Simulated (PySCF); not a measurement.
A side-by-side comparison of computed properties.

First species: C₂H₁₁AsSi₂.
Numbering: `[CH3:1][CH2:2][As:3]([SiH3:4])[SiH3:5]` (hydrogens: H6, H7, H8 on C1; H9, H10 on C2; H11, H12, H13 on Si4; H14, H15, H16 on Si5)

Second species: C₄H₉Cl.
Z-matrix (Å and degrees, PBE0-D3(BJ)/def2-SVP geometry), rows numbered from 1:
```
C 
C   1  1.5194
C   2  1.5195  1  111.75
C   2  1.5194  1  111.74  3  -126.08
Cl  2  1.8300  1  107.10  3   116.97
H   1  1.1023  2  109.68  3    62.98
H   1  1.0993  2  110.91  3  -177.27
H   1  1.0993  2  110.94  3   -56.77
H   3  1.0993  2  110.92  1    56.75
H   3  1.0993  2  110.91  1   177.23
H   3  1.1022  2  109.70  1   -63.02
H   4  1.1022  2  109.70  1    62.97
H   4  1.0993  2  110.91  1   -56.78
H   4  1.0993  2  110.92  1  -177.26
```

Levels: CAM-B3LYP/def2-SVPD for dipole moment, HOMO energy, LUMO energy, HOMO–LUMO gap, static isotropic polarisability and electronic spatial extent ⟨r²⟩ about the centre of nuclear charge; TDDFT CAM-B3LYP/def2-SVPD for lowest singlet excitation; TDA CAM-B3LYP/def2-SVPD for lowest triplet excitation (Tamm–Dancoff); ΔSCF CAM-B3LYP/def2-SVPD for vertical ionisation energy. Geometries: PBE0-D3(BJ)/def2-SVP. Each species is one conformer at its optimised geometry, gas phase, non-relativistic unless stated. Electronic properties by PySCF.

The conformers computed, where there is a choice (atom-mapped SMILES and torsion angles):
- `[CH3:1][CH2:2][As:3]([SiH3:4])[SiH3:5]`: C1–C2–As3–Si4 75°

```json
{"property": "dipole moment", "column X": "2.35 D", "column Y": "1.09 D"}
{"property": "HOMO energy", "column X": "-9.70 eV", "column Y": "-8.15 eV"}
{"property": "LUMO energy", "column X": "1.15 eV", "column Y": "0.74 eV"}
{"property": "HOMO–LUMO gap", "column X": "10.85 eV", "column Y": "8.89 eV"}
{"property": "lowest singlet excitation", "column X": "7.19 eV", "column Y": "5.74 eV"}
{"property": "lowest triplet excitation (Tamm–Dancoff)", "column X": "6.52 eV", "column Y": "5.01 eV"}
{"property": "static isotropic polarisability", "column X": "65.1 au", "column Y": "118.4 au"}
{"property": "vertical ionisation energy", "column X": "10.75 eV", "column Y": "8.79 eV"}
{"property": "electronic spatial extent ⟨r²⟩ about the centre of nuclear charge", "column X": "570 bohr²", "column Y": "1211 bohr²"}
```

(1) Which column belongs to which species?

(2) How does each property change from the first species to the second?

## Answers

(1) Column X is the second species and column Y the first. The first has 16 atoms and 84 electrons, the second 14 and 50.

(2) dipole moment +1.26 D; HOMO energy -1.55 eV; LUMO energy +0.41 eV; HOMO–LUMO gap +1.96 eV; lowest singlet excitation +1.45 eV; lowest triplet excitation (Tamm–Dancoff) +1.51 eV; static isotropic polarisability -53.3 au; vertical ionisation energy +1.96 eV; electronic spatial extent ⟨r²⟩ about the centre of nuclear charge -641 bohr².

On the first: The principal polarisabilities are 100.2, 122.3 and 132.7 au; their mean is the isotropic value. The ΔSCF ionisation energy exceeds −ε(HOMO) by 0.64 eV with CAM-B3LYP. Relativistic effects, spin–orbit coupling among them, are left out although an element past zinc is present.

On the second: The polarisability is 9.65 Å³ as a volume (1 au = 0.148185 Å³), or 1.30 au for each of the 50 electrons. The vertical singlet–triplet gap S1 − T1 is 0.67 eV (TDDFT singlet less Tamm–Dancoff triplet).
